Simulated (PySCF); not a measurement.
## Fractional electron number in Tc (technetium, neutral)

The 5s beta orbital of [Kr] 4d5 5s2 is emptied in steps (occupation f), with all orbitals relaxed, ending at [Kr] 4d5 5s1. Computed with PySCF 2.14 in aug-cc-pVDZ-PP with ECP28MDF, with scalar relativity through the core potential. The exact energy is a straight line in f; departures are measured from the line between the end points of the same method.

```tsv
f	BHandHLYP (eV)	CAM-B3LYP (eV)
1	0.000	0.000
0.9	-0.136	-0.108
0.7	-0.321	-0.257
0.5	-0.388	-0.312
0.3	-0.332	-0.270
0.1	-0.144	-0.120
0	0.000	0.000
```

```
   method  E(f=0) − E(f=1) (eV)  −ε at f=1 (eV)  −ε at f=0.5 (eV)
BHandHLYP                 7.049           5.550             7.017
CAM-B3LYP                 7.245           6.056             7.207
```

Orbital energy along the path (eV):

| f | BHandHLYP | CAM-B3LYP |
| --- | --- | --- |
| 1 | -5.550 | -6.056 |
| 0.9 | -5.833 | -6.276 |
| 0.7 | -6.413 | -6.730 |
| 0.5 | -7.017 | -7.207 |
| 0.3 | -7.653 | -7.717 |
| 0.1 | -8.328 | -8.287 |
| 0 | -8.599 | -8.590 |

Reference removal energy between the ground levels: 7.119 eV (measured; NIST Atomic Spectra Database, ionization energies).
